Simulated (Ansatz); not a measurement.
An input meant for Ag4⁺ (charge 1, doublet; scaled by 0.96).

```yaml
crystal:
  periodic: [false, false, false]
  atoms:
    - {symbol: Ag, position_ang: [0.930814, -0.884967, -0.014585]}
    - {symbol: Ag, position_ang: [1.600962, 1.687704, -0.295019]}
    - {symbol: Ag, position_ang: [-0.931421, 0.884407, 0.058360]}
    - {symbol: Ag, position_ang: [-0.931421, 0.884407, 0.008360]}
basis:
  gaussian: {orbitals: def2-mTZVP}
total_charge: 1
magnetization: {spin_polarized: true, initial_magnetization: 1}
hamiltonian: {xc: {name: rPW86-PBE}, dispersion: d3bjatm, pseudopotentials: {relativity: none}}
scf: {omitted_lower_state_checks: [starts]}
output: {forces: true}
```

```sh
$ ansatz run in.yaml --threads 4 --pin off --events-out ev --progress --plain --max-ram 3916MiB
```

It prints (some lines left out):

```
Functional definition: rPW86-PBE
1389 factors; their error is unknown
mean field evaluation 1: about 78911.0111 eV, gradient 7.6e1 eV
mean field evaluation 2: about 79803.6586 eV, gradient 4.0e2 eV
mean field evaluation 4: about 78898.8739 eV, gradient 2.7e1 eV
mean field evaluation 8: about 78893.4320 eV, gradient 8.0e-1 eV
mean field evaluation 16: about 78893.4738 eV, gradient 3.3e-2 eV
mean field evaluation 32: about 78893.4730 eV, gradient 2.7e-5 eV
a density is far from that of the atoms, so the factors are made again for it
1725 factors; integrals over basis functions are off by at most 8.4e-5 eV
mean field 78893.47320190 eV, 2899.2816642530 hartree, gradient 6.7e-7 eV, S^2 0.829029; 0 other end points of the search recorded, 1 dependent functions left out
reference 78893.47309817 eV, 2899.2816604409 hartree; 38, 37 occupied and 93, 94 virtual orbitals, 1725 factors
Total energy: 78893.24287278 eV, 2899.2731998141 hartree
Atom 0 at     0.930814    -0.884967    -0.014585 Å, force     1.746675    -1.831368     0.047583 eV/Å
Atom 1 at     1.600962     1.687704    -0.295019 Å, force     0.755014     0.365828    -0.053145 eV/Å
Atom 2 at    -0.931421     0.884407     0.058360 Å, force     4.463189    -1.156368 2076446.513291 eV/Å
Atom 3 at    -0.931421     0.884407     0.008360 Å, force    -6.964874     2.621909 -2076446.507699 eV/Å
Dipole moment:    -0.204975     0.079461    -0.009635 e Å
Checks for a lower state left out: starts
```

In this input one atom was put on top of another. The calculation finished and met its thresholds. The result belongs to that input, not to the species as meant.

In the def2 sets Ag takes a core potential; there is no spin–orbit coupling. The charge 1 doublet is spin-contaminated (final ⟨S²⟩ up to 0.83, 0.75 for a pure state).
